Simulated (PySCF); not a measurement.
NMR data sheet: C4H14Si4

```yaml
Formula: C4H14Si4
SMILES: C[Si@@H]1[SiH2][SiH2][Si@@H]1C1CC1
InChI: InChI=1S/C4H14Si4/c1-7-5-6-8(7)4-2-3-4/h4,7-8H,2-3,5-6H2,1H3/t7-,8+/m1/s1
Point_group_of_the_computed_structure: C1
Degrees_of_unsaturation: 2
Carbon_signals: 4
Proton_signals: 12
```

Structure with atom numbers: `[CH3:1][Si@@H:2]1[SiH2:3][SiH2:4][Si@@H:5]1[CH:6]1[CH2:7][CH2:8]1`. Hydrogens are named by the atom that carries them. Ha(Si3), Ha(Si4) are cis to C1 on the ring; Ha(C7), Ha(C8) are cis to Si5 on the ring; Hb(Si3), Hb(Si4) are trans to C1 on the ring; Hb(C7), Hb(C8) are trans to Si5 on the ring.

Equivalent nuclei averaged, single conformer, no relativistic terms, isolated molecule. Coordinates at the PBE0-D3(BJ)/def2-SVP level; σ from GIAO-PBE0/pcSseg-1; PySCF 2.14.0 with density-fitted response routines.

Scale: TMS for 1H (31.27 ppm), 13C (184.41 ppm), 29Si (351.99 ppm) (reference shieldings calculated alike).

| carbon | δC, type | δH (multiplicity) | HMBC from (2–3 bonds) | span of the C tensor (ppm) |
| --- | --- | --- | --- | --- |
| C1 | -5.8, CH3 | 0.54 (d) | H(Si5), H(Si2), Hb(Si3), Ha(Si3) | 13 |
| C6 | -9.8, CH | -0.22 (m) | H(Si5), H(Si2), Ha(Si4), Hb(Si4), Hb(C8), Hb(C7), Ha(C7), Ha(C8) | 67 |
| C7 | 5.1, CH2 | Ha(C7) 0.36 (m); Hb(C7) 0.71 (m) | H(Si5), Hb(C8), Ha(C8), H(C6) | 64 |
| C8 | 6.4, CH2 | Hb(C8) 0.84 (m); Ha(C8) 0.32 (m) | H(Si5), Hb(C7), Ha(C7), H(C6) | 61 |

Other nuclei:
| atoms | nucleus | environment | δ (ppm) | σ (ppm) |
| --- | --- | --- | --- | --- |
| H(Si5) | 1H | hydrogen on a silicon bonded to C, 2 Si, in a 4-membered ring | 4.85 | 26.42 |
| H(Si2) | 1H | hydrogen on a silicon bonded to C, 2 Si, in a 4-membered ring | 4.44 | 26.83 |
| Hb(Si3) | 1H | hydrogen on a silicon bonded to 2 Si, in a 4-membered ring | 4.10 | 27.17 |
| Ha(Si3) | 1H | hydrogen on a silicon bonded to 2 Si, in a 4-membered ring | 3.87 | 27.40 |
| Ha(Si4) | 1H | hydrogen on a silicon bonded to 2 Si, in a 4-membered ring | 3.62 | 27.65 |
| Hb(Si4) | 1H | hydrogen on a silicon bonded to 2 Si, in a 4-membered ring | 3.56 | 27.71 |
| Si5 | 29Si | silicon bonded to C, 2 Si, H, in a 4-membered ring | -34.0 | 386.0 |
| Si2 | 29Si | silicon bonded to C, 2 Si, H, in a 4-membered ring | -53.1 | 405.1 |
| Si3 | 29Si | silicon bonded to 2 Si, 2 H, in a 4-membered ring | -89.3 | 441.3 |
| Si4 | 29Si | silicon bonded to 2 Si, 2 H, in a 4-membered ring | -113.7 | 465.7 |

Carbon types of the structure: 1 × CH, 2 × CH2, 1 × CH3, leaving 6 H on heteroatoms. δC 6.4, 5.1, -9.8: three-membered-ring carbon; carbons of three-membered rings are unusually shielded. δC -5.8: methyl carbon bonded to Si; an electropositive neighbour leaves it electron-rich and shielded. δH 4.10, 3.87, 3.62, 3.56: hydrogen on a silicon bonded to 2 Si, in a 4-membered ring. δH 0.84, 0.71, 0.36, 0.32, -0.22: hydrogen on a three-membered-ring carbon; cyclopropane-type protons are shielded by the ring. δH 0.54: hydrogen on a methyl carbon bonded to Si; an electropositive neighbour shields it, as in TMS itself.

Shifts are as computed. Against solution values, carbons near 30 ppm lie about +2 ppm off and those near 130 ppm about +5 ppm. Of 1309 compounds with measured shifts, 239 miss one by over three times the rms of a fit or turn the order of signals round; such compounds aren't used in these exercises. No couplings were computed; multiplicities are counted from neighbouring protons, with m where these are inequivalent, close in shift, in a saturated or five-membered ring or joined by F or P, and br s for small geminal =CH2 splittings.
